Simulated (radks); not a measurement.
Spherical quantum dot in the effective-mass picture: electrons in a parabolic well V = omega^2 r^2 / 2 with omega = 0.189, with a point charge +1 (a donor) at the centre, all in effective atomic units (hartree* = m*/eps^2 hartree, bohr* = eps/m* bohr), one dielectric constant everywhere. Method: non-relativistic Kohn-Sham, r2SCAN, spin-polarised, spherical densities, generalised Kohn-Sham scheme; computed with a radial shooting solver with Libxc functionals. Levels are named by radial order and angular momentum (1s, 1p, 1d, 2s, ...), and open shells are averaged over m.

N = 26, configuration 1s2 1p6 1d10 2s2 1f(up 6, down 0). This is the lowest configuration that the search found. Occupied levels:

level    occupation  eigenvalue (hartree*)  <r> (bohr*)
1s down           1                 3.9270        2.707
1s up             1                 3.9371        2.737
2s up             1                 4.0329        6.006
1p up             3                 4.0333        6.601
1p down           3                 4.0456        6.025
2s down           1                 4.0542        5.624
1d up             5                 4.0891        7.126
1d down           5                 4.1154        6.807
1f up             6                 4.1584        7.521

Energy (hartree*): total 61.5123, kinetic 3.6475, external 16.465, Hartree 46.263, exchange-correlation -4.8632.

Electron density:

r (bohr*)  n(r) (e/bohr*^3)
0.619                0.1305
1.65                0.02339
2.69               0.007347
3.72               0.006523
4.76               0.008679
5.79                0.01025
6.82               0.009655
7.86               0.006673
8.89               0.003062
9.93              0.0008649
11.0              0.0001451
12.0             0.00001443
13.0              8.948e-07
